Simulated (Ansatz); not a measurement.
Consider the hydrogenolysis of a Ge–Cl bond: `[CH3][GeH]([Cl])[I]` + H₂ → `[CH3][GeH2][I]` + HCl.

Program: Ansatz. Geometries: PBE0-D4/def2-TZVP. ΔE: electronic, gas phase. CCSD(T)/CBS is the MP2 limit (def2-TZVPP, def2-QZVPP) plus CCSD(T) − MP2 in def2-TZVPP, frozen cores. This one scheme is used for every species. DFT in def2-TZVPP. def2 core potentials past Kr. For Ge, I outer-core shells are correlated without core-valence functions, which leaves a few kJ/mol of doubt a bond. Scalar relativity is left out up to krypton.

| level | ΔE (kJ/mol) |
| --- | --- |
| ωB97M-V | 59.1 |
| CAM-B3LYP | 49.6 |

(1) What does CCSD(T)/CBS give? (Estimate.)

Largest T1 diagnostic among the species: 0.009.

Answers

(1) Computed: +58.4 kJ/mol. The listed levels differ from it by 0.7, -8.8 kJ/mol.

From r2SCAN to r2SCAN0 (25 % exact exchange), in def2-TZVPP and without D4, ΔE moves by −3.5 kJ/mol. Leaving LDA and LC-ωPBE aside and taking each functional with its dispersion term where it has one, the values, not all of them listed here, spread over 10.7 kJ/mol, from CAM-B3LYP-D4 to revPBE-D4. LDA lies −3.4 kJ/mol from PBE without D4. The D4 term adds +9.5 kJ/mol with B3LYP and +5.1 kJ/mol with PBE0; it sums over pairs of atoms, weighted by their polarisabilities, and B3LYP, whose exchange is more repulsive, gets the larger term.

B3LYP here is the variant with VWN-RPA as its local correlation; programs differ in this.
